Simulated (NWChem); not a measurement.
# aminoborane (BNH₄); SMILES BN

```xyz
6

B      0.0000     0.0000     0.7699
N      0.0000     0.0000    -0.6174
H      0.0000    -1.0575     1.3583
H      0.0000     1.0575     1.3583
H      0.0000     0.8464    -1.1721
H      0.0000    -0.8464    -1.1721
```
Atoms are numbered in this order, from 1.

Results from NWChem. Geometry optimised at PBE0/def2-SVP; all other runs use it. 

```tsv
quantity	level	value
isotropic polarisability (bohr³) at 589 nm	B3LYP/def2-SVP	21.7
dipole (D)	B3LYP/def2-TZVP	2.00
charge (e), Mulliken N2	B3LYP/def2-SVP	-0.06
−ε(HOMO) (eV)	PBE/def2-TZVP	7.34
highest harmonic frequency (cm⁻¹)	PBE0/def2-SVP	3730
```
